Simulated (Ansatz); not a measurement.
CH7GeNS (`SC[NH][GeH3]`). Total charge 0; spin multiplicity 1. Geometry: relaxed with PBE0-D4/def2-TZVP. It is one conformer, not always the lowest.

```xyz
11

S     1.667    1.428    0.816
C     0.644   -0.068    1.149
N     0.279   -0.884    0.037
Ge   -1.069   -0.342   -1.099
H     0.721    2.131    0.174
H    -0.252    0.251    1.684
H     1.260   -0.630    1.855
H     1.090   -1.251   -0.443
H    -0.749    0.960   -1.868
H    -2.302   -0.107   -0.212
H    -1.289   -1.488   -2.094
```

Task: What is the dipole moment at PBE/def2-TZVPP? (An estimate is asked.)

Result: The calculation gave: 1.22 D, with components (-0.82, -0.76, -0.49) D in this frame, pointing from negative to positive charge.

Task: And with r2SCAN, B3LYP, ωB97M-V? (Estimate.)

Result: Computed: r2SCAN 1.29 D, B3LYP 1.18 D, ωB97M-V 1.15 D.

Task: Give the Mulliken charges with PBE, ωB97M-V, r2SCAN in def2-TZVPP. (Estimate.)

Result: Ansatz gave: 
| atom | PBE | ωB97M-V | r2SCAN |
| --- | --- | --- | --- |
| S1 | -0.22 | -0.17 | -0.22 |
| C2 | -0.10 | -0.18 | 0.02 |
| N3 | -0.26 | -0.30 | -0.33 |
| Ge4 | 0.15 | 0.13 | 0.20 |
| H5 | 0.10 | 0.10 | 0.09 |
| H6 | 0.11 | 0.14 | 0.08 |
| H7 | 0.12 | 0.15 | 0.08 |
| H8 | 0.13 | 0.10 | 0.13 |
| H9 | -0.02 | 0.00 | -0.03 |
| H10 | -0.01 | 0.02 | -0.01 |
| H11 | 0.00 | 0.02 | 0.00 |

B3LYP here is the variant with VWN-RPA as its local correlation; programs differ in this.
